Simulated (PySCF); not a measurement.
C₆ coefficients of unlike pairs at PBEsol

Calculated with PySCF 2.14 from the dipole response of each species, C₆(A,B) = (3/π) ∫ α_A(iu) α_B(iu) du, in atomic units, from isotropic polarisabilities. For ions this is the dispersion term alone; charge-induced terms of lower order in 1/R come first.

| species | configuration | basis | relativity | α (bohr³) | C₆ (like pair) |
| --- | --- | --- | --- | --- | --- |
| Pd⁺ | [Kr] 4d9 (2D) | x2c-TZVPPall with one added diffuse shell each of s, p, d, f type (9s7p7d3f1g) | spin-free X2C | 12.15 | 75.14 |
| As | [Ar] 3d10 4s2 4p3 (4S) | def2-QZVPPD (12s7p5d4f1g) | none | 32.44 | 276.8 |
| Ca | [Ar] 4s2 (1S) | aug-cc-pwCVQZ-X2C (11s10p8d6f3g) | spin-free X2C | 155.5 | 2131 |

Problem. Estimate C₆ for As with Pd⁺.

Solution. The integral gives 136.0. The combination rule 2 C_A C_B / (C_A α_B/α_A + C_B α_A/α_B) gives 136.7 and the geometric mean 144.2.

No spin-orbit coupling is included.

The other pairs:

```tsv
pair	C₆
Ca, Pd⁺	290.9
Ca, As	674.0
```
